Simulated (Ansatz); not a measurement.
Ideal-gas functions of H5InN2O, SMILES `[NH2][In]([NH2])[OH]` at 400 K and 1 bar, from an Ansatz frequency run at PBE0-D4/def2-TZVP.

Molar mass 163.87 g/mol, point group C1 (symmetry number 1), electronic degeneracy 1, moments of inertia 98.701, 113.359, 210.565 u Å². Harmonic wavenumbers (cm⁻¹, unscaled): 112, 126, 149, 199, 263, 268, 429, 451, 591, 603, 624, 748, 806, 814, 1552, 1563, 3560, 3563, 3659, 3664, 3900.

Use S(trans) = R[1.5 ln M + 2.5 ln T − 1.1517]; rotational temperatures θ = 24.2544 K / I; S(rot) = R[ln(√π/σ · √(T³/θAθBθC)) + 1.5]; for each mode x = 1.438777 ν̃/T, S = R[x/(eˣ − 1) − ln(1 − e⁻ˣ)] and H = RT x/(eˣ − 1); 1 cm⁻¹ = 0.0119627 kJ/mol; R = 8.31446 J/(mol·K).

Problem. By hand: the entropy, in J/(mol·K).

Solution. Translation 178.6. Rotation: θ = 0.2457, 0.214, 0.1152 K, giving 113.2. Vibration, mode by mode: 15.93, 14.97, 13.60, 11.27, 9.08, 8.93, 5.49, 5.15, 3.45, 3.34, 3.14, 2.21, 1.88, 1.83, 0.21, 0.20, 0.00, 0.00, 0.00, 0.00, 0.00, in all 100.7. Electronic 0.0. Sum 392.5 J/(mol·K).

Problem. By hand: H − E and G − E in kJ/mol, counted from the electronic energy.

Solution. Zero-point energy ½ × 27644 × 0.0119627 = 165.3; thermal vibration 21.5; translation, rotation and pV give 4 RT = 13.3. H − E = 200.1 kJ/mol, and G − E = 200.1 − 400 × 392.5/1000 = 43.1 kJ/mol.

Vibration gives 26 % of the entropy, 44.5 J/(mol·K) of it from the modes under 150 cm⁻¹: soft modes count most, and the harmonic formula is weakest for them. The sum counts one conformer and one mirror image; others add a mixing term.
